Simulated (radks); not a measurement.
Problem. The mean radii <r> (bohr) of the occupied orbitals of an atom or ion are listed with their occupations. All-electron calculation, Dirac Kohn-Sham, PBEsol, spin-unpolarised, spherical densities, point nucleus. Program: a radial shooting solver on a logarithmic mesh with Libxc functionals.

orbital  occ.      <r>
1s1/2       2  0.04150
2s1/2       2   0.1833
2p1/2       2   0.1574
2p3/2       4   0.1614
3s1/2       2   0.5300
3p1/2       2   0.5328
3p3/2       4   0.5432
3d3/2       4   0.5499
3d5/2       6   0.5537
4s1/2       2    1.430
4p1/2       2    1.582

Name the element and its charge. Open shells, if any, fill j = l - 1/2 first.

Solution. Z = 36, krypton, charge +4: Kr4+ in [Ar] 3d10 4s2 4p2. The 1s radius gives Z: for a bare nucleus <r> = (2 gamma + 1)/(2Z) with gamma = sqrt(1 - (Z/c)^2), 0.04069 bohr for Z = 36, and screening makes it slightly larger (0.04150 here). The occupations add up to 32, and the charge is Z minus that.
